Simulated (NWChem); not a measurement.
System: C$_{2}$H$_{6}$OSi; SMILES C[SiH2]C=O

Input file for NWChem:

```
start job
memory heap 200 mb stack 900 mb global 1100 mb
geometry units angstroms noautoz
  C     -1.044160    -1.432292     0.000000
  Si     0.647086    -0.635320     0.000000
  C      0.403050     1.283265     0.000000
  O     -0.699344     1.775075     0.000000
  H     -1.609893    -1.113918    -0.888491
  H     -0.978380    -2.530435     0.000000
  H     -1.609893    -1.113918     0.888491
  H      1.458300    -0.990608     1.208098
  H      1.458300    -0.990608    -1.208098
  H      1.311957     1.951705     0.000000
end
basis spherical
  * library def2-svp
end
dft
  xc mn15
  iterations 150
  mulliken
end
task dft energy
```

Coordinates come from a PBE0/def2-SVP optimisation.

What results follow from this input? (MN15/def2-SVP.) Quantities: energy (Ha); highest occupied level (eV); orbital gap (eV); dipole (D).

The energy (Ha) is -443.97 and the highest occupied level (eV) is -7.60. The orbital gap (eV) is 7.10 and the dipole (D) is 1.72.
